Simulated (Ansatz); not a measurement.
Consider the redistribution: `O[SiH]([SiH3])[O][AlH2]` + `S[SiH2]S` → `O[SiH]([SiH3])S` + `[AlH2][O][SiH2]S`.

Gas-phase electronic energies from Ansatz, PBE0-D4/def2-TZVP geometries. CCSD(T)/CBS adds triple-zeta CCSD(T) − MP2 to the extrapolated MP2 energy (def2 sets, frozen cores). Functionals use def2-TZVPP. B3LYP here is the variant with VWN-RPA as its local correlation; programs differ in this. One conformer a species, not always the lowest.

```tsv
level	ΔE (kcal/mol)
B3LYP	-0.3
r2SCAN0	-0.5
BHLYP	-0.2
LC-ωPBE	-0.3
CCSD(T)/def2-SVP	-0.4
CCSD(T)/def2-TZVPP	-0.4
SCS-MP2/def2-QZVPP	-0.6
HF/CBS(def2)	-0.1
```

Q: What does CCSD(T)/CBS give? (Estimate.)

A: Ansatz gave: -0.5 kcal/mol. The listed levels differ from it by 0.2, 0.0, 0.3, 0.2, 0.1, 0.1, -0.1, 0.4 kcal/mol.

Q: What do rigid-rotor, harmonic-oscillator terms from PBE0-D4/def2-TZVP frequencies (298.15 K, 1 bar) make of the CCSD(T)/CBS value? (Estimate.)

A: Ansatz gave: ΔZPE = +0.2 kcal/mol, ΔH = -0.4 kcal/mol, ΔS = -8 J/(mol·K), ΔG = +0.1 kcal/mol. Modes under 50 cm⁻¹ make the entropy rough.

Largest T1 diagnostic among the species: 0.013.

Leaving LDA and LC-ωPBE aside and taking each functional with its dispersion term where it has one, the values, not all of them listed here, spread over 0.4 kcal/mol, from PBE-D4 to B97M-V.
